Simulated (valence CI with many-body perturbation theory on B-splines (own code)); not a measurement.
Questions on Re43+

Computed by valence CI with perturbative core correlation (CI+MBPT): four valence electrons over a frozen Dirac-Fock core [Ar] 3d10, radial functions for each j: 11 s, 11 p, 10 d, 8 f, 5 g, 2 h, with the one-electron correlation potential Σ1 (screened to all orders), the two-electron term Σ2, the three-electron term Σ3, Breit, model QED; selected single and double excitations, second order for the rest, scaled by the run's own slope (own B-spline code, finite nucleus).

The last digits are not significant, and no measured levels were compared; by estimate large intervals hold to a few tenths of a per cent, small ones and those within an open d or f shell to about a per cent. Among the levels kept, up to 430 cm⁻¹ of a level comes from second order outside the variational space, and about a tenth of that is noise between levels of different J, which matters for small intervals.

Levels are named by their leading jj configuration (3d3/2^4 stands for four electrons in 3d with j = 3/2), which in mixed levels can hold well under half, so a name can repeat and another be missing.

Rates and lifetimes use the calculated energies. Strong lines usually hold to 10 to 20 %, long lifetimes can be off by a factor of two.

(1) What is the ground level?

(2) How well does LS coupling describe the low levels?

(3) Among levels below 687.10 eV, which E1 lines absorb most strongly from the ground level?

(4) Where does the other parity begin?

(5) Name the longest-lived excited levels whose lifetime is computed, and their main decay.

Results:

(1) (4s^2 4p1/2^2) J=0, composition 70 % 4s2 4p2 3P + 30 % 4s2 4p2 1S.

(2) Among the lowest 20 levels the leading LS term, summed over configurations, holds 58 % on average. For single configurations the figures are 57 % in LS and 91 % in jj coupling. Terms mix most in the J = 2 level at 358.66 eV, where the leading one holds 29 %.

(3) to (4s^2 4p1/2 4d3/2) J=1 at 4.526 nm, f = 1.65; to (4s 4p1/2^2 4p3/2) J=1 at 5.840 nm, f = 0.548; to (4s 4p1/2 4p3/2^2) J=1 at 3.934 nm, f = 0.0102.

(4) At (4s 4p1/2^2 4p3/2) J=2, 197.35 eV.

(5) (4s^2 4p1/2 4p3/2) J=2 at 103.05 eV lives 5.04 μs, mostly by E2 to (4s^2 4p1/2^2) J=0; (4s^2 4p3/2 4d5/2) J=4 at 382.06 eV lives 191 ns, mostly by M1 to (4s^2 4p1/2 4d5/2) J=3; (4s^2 4p1/2 4p3/2) J=1 at 98.67 eV lives 160 ns, mostly by M1 to (4s^2 4p1/2^2) J=0.
